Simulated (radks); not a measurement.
The numbers below are computed, except where a source is named.
Ionisation of the copper ion Cu2+, [Ar] 3d9, to Cu3+, [Ar] 3d8, under several functionals. Scalar-relativistic Kohn-Sham, spin-unpolarised, spherical densities, point nucleus; a radial shooting solver on a logarithmic mesh with Libxc functionals.

PW91: E(Cu2+) (hartree) -1654.16753; Exc (hartree) -67.28351; IE (eV) 39.134; -e(HOMO) (eV) 29.736; <r> HOMO (bohr) 0.9219; IE error (eV) +2.293
LDA (Slater exchange, VWN5 correlation): E(Cu2+) (hartree) -1651.16852; Exc (hartree) -64.22591; IE (eV) 39.377; -e(HOMO) (eV) 29.992; <r> HOMO (bohr) 0.9218; IE error (eV) +2.536
HCTH/407: E(Cu2+) (hartree) -1654.82721; Exc (hartree) -68.06663; IE (eV) 39.651; -e(HOMO) (eV) 30.146; <r> HOMO (bohr) 0.9124; IE error (eV) +2.810
revPBE: E(Cu2+) (hartree) -1653.92575; Exc (hartree) -67.03994; IE (eV) 38.899; -e(HOMO) (eV) 29.503; <r> HOMO (bohr) 0.9216; IE error (eV) +2.058
AM05: E(Cu2+) (hartree) -1651.34207; Exc (hartree) -64.41218; IE (eV) 39.007; -e(HOMO) (eV) 29.615; <r> HOMO (bohr) 0.9205; IE error (eV) +2.166
exchange-only PBE: E(Cu2+) (hartree) -1652.47979; Exc (hartree) -65.54390; IE (eV) 37.879; -e(HOMO) (eV) 28.565; <r> HOMO (bohr) 0.9287; IE error (eV) +1.038

NIST Atomic Spectra Database: 36.84 eV (measured). Closest: exchange-only PBE. The Delta-SCF values span 1.77 eV, the total energies 3.66 hartree. The highest occupied level is 3d. Spin polarisation and multiplet splitting are left out, so open shells lie too high by an amount that depends on their filling.

Beside tabulated values, note that spin-unpolarised runs miss the spin-polarisation part of the exchange energy of open shells.
